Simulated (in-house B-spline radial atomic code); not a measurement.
## Correlation energy from the adiabatic connection: −Z/r, Z = 1.09, wall at 0.708 bohr

Two electrons in a singlet, external potential −Z/r, Z = 1.09, wall at 0.708 bohr (atomic units). Full CI in B-splines (partial waves to l = 8, correlation up to 0.6 % small) with the density held fixed gives W(λ) = <V_ee>_λ − U, and E_c is the integral of W(λ) − W(0) from 0 to 1.

| λ | W(λ) − W(0) (hartree) |
| --- | --- |
| 0 | 0.00000 |
| 0.02 | -0.00210 |
| 0.05 | -0.00524 |
| 0.12 | -0.01249 |
| 0.25 | -0.02570 |
| 0.4 | -0.04055 |
| 0.6 | -0.05970 |
| 0.8 | -0.07815 |
| 1 | -0.09592 |

Problem. Integrate the table by the trapezoid rule.

Solution. The strips give -0.00002, -0.00011, -0.00062, -0.00248, -0.00497, -0.01002, -0.01379, -0.01741, which sum to -0.04942 hartree. The direct value, W(1) − W(0) + T_c with T_c = 0.04645, is -0.04946; the curve is convex, so chords lie above it and the trapezoids fall short in size by 0.09 %.

Problem. Now use only three numbers: W(0) = -2.6141, the initial slope W'(0) = -0.1053 (extrapolated from the first points) and the strong-coupling limit of the point-charge-plus-continuum model, W∞ = -2.7563. What do second-order theory and the interpolation W(λ) = W∞ + (W(0) − W∞)/√(1 + 2χλ) of Seidl, Perdew and Levy give?

Solution. Second order keeps the slope alone: E_c = W'(0)/2 = -0.05265, +6 % in size against -0.04946. Matching the slope fixes χ = W'(0)/(W∞ − W(0)) = -0.1053/(-0.14220) = 0.74051. Integrating, with s = √(1 + 2χ) = 1.575123, E_c = −(W(0) − W∞)(s − 1)/(s + 1) = −0.14220 × 0.575123/2.575123 = -0.03176 hartree, -35.8 % in size against the full result. At λ = 1 the formula gives W − W(0) = -0.05192 against -0.09592. Part of the miss can come from the model's W∞, which here lies above the computed W at λ = 10, -3.12617.
